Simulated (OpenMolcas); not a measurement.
# Ru4+: ligand-field states by method

Ru4+ with 6 ligands (water) in octahedral coordination (Th) at 1.98 Å. Ligand basis ANO-RCC-VDZP.
```
Ru    0.0000    0.0000    0.0000
O     1.9800    0.0000    0.0000
H     2.5570    0.7797    0.0000
H     2.5570   -0.7797    0.0000
O     0.0000    1.9800    0.0000
H     0.0000    2.5570    0.7797
H     0.0000    2.5570   -0.7797
O    -1.9800    0.0000    0.0000
H    -2.5570    0.7797    0.0000
H    -2.5570   -0.7797    0.0000
O     0.0000   -1.9800    0.0000
H     0.0000   -2.5570    0.7797
H     0.0000   -2.5570   -0.7797
O     0.0000    0.0000    1.9800
H     0.7797    0.0000    2.5570
H    -0.7797    0.0000    2.5570
O     0.0000    0.0000   -1.9800
H     0.7797    0.0000   -2.5570
H    -0.7797    0.0000   -2.5570
```

| Quantity | Value |
| --- | --- |
| Program | OpenMolcas |
| Basis | ANO-RCC-VDZP [6s5p3d1f] |
| Scalar Hamiltonian | DKH2, point nucleus |
| Active space | 4 electrons in 5 orbitals (4d) |
| State averaging | 2S+1 = 5 even, 5 roots; 2S+1 = 3 even, 45 roots; 2S+1 = 1 even, 50 roots |
| Spin-orbit coupling | RASSI with atomic mean-field integrals over the reference wave functions |

I. CASSCF
II. SS-CASPT2, IPEA 0.25 Eh, imaginary shift 0.1 Eh (closed shells correlated: 4s 4p and the ligand valence shells)

Spin-free states (labels of O, taken over from Oh, the nearest higher group) in cm-1, each column counted from its own energy of the first state listed:

```tsv
State	Degeneracy	I	II
3T1	3	0	0
1T2	3	9030	6370
1E	2	10824	6780
5E	2	11735	16610
1A1	1	20501	14190
3E	2	27140	27030
2S+1 = 3	3	28903	27960
2S+1 = 3	3	29671	28650
2S+1 = 3	1	30516	29550
2S+1 = 3	1	31694	30670
3E	2	33191	31500
1A2	1	35653	32920
```

From I to II, I's first state of the same spin (3E) moves from 27140 to 27030 cm-1, by about -110 cm-1.

From I to II, I's first state of another spin (1T2) moves from 9030 to 6370 cm-1, by about -2700 cm-1.

I: A least-squares ligand-field fit to the states below 45000 cm-1, each weighted by its degeneracy and with a free common offset, gives 10Dq = 30453 cm-1, B = 763 cm-1 and C = 2954 cm-1 (C/B = 3.87), with an rms deviation of 481 cm-1. The same method and metal basis give the free ion B = 950 cm-1 (fit to its terms below 60000 cm-1, rms deviation 35 cm-1), so the nephelauxetic ratio is β = 763 / 950 = 0.80; it hangs on how both fits weigh the states, and computed free-ion B values tend to be too large, so β mixes covalency with correlation.

χT at 300 K: I 1.05, II 0.98 cm3 K/mol.

Roots that are degenerate in the reference are averaged as groups; the widest CASPT2 spread within a group is 590 cm-1 (the 3-fold group of multiplicity 3 near 101000 cm-1 above the lowest state of its run, II). Shifts and gaps below about the spread of the groups concerned are not significant. Over all roots computed the reference weight is 0.66 to 0.69 in II; a low but even weight reflects the number of correlated electrons. An orbital triplet at a regular site is open to Jahn-Teller coupling, which can distort the site and quench the lowest spin-orbit gaps and is left out. The least metal-like active orbital is 74 % on the metal (Löwdin) and no ligand orbital is active, so the numbers are rough. Ligand-to-metal charge-transfer states are missing. With no ligand orbital active B as a rule stays too high, so bands that hang on it stand too high and its fall with covalency is understated. Without dynamic correlation the repulsion within the d shell is too large (B by tens of per cent), so at a given field states of lower spin stand too high (holds for I). This shell can be high or low spin here, a state of another spin lies low, and with metal d orbitals alone active their balance is uncertain, so the ground spin may be wrong, although the usual error favours high spin (holds for I). With metal d orbitals alone the field can be off either way by tens of per cent (holds for I). With one d shell and no ligand orbital active, 10Dq can be off by a tenth or more (holds for II). No measured value stands beside these numbers; the geometry is a model, was not optimised and need not be the one that this ion takes.
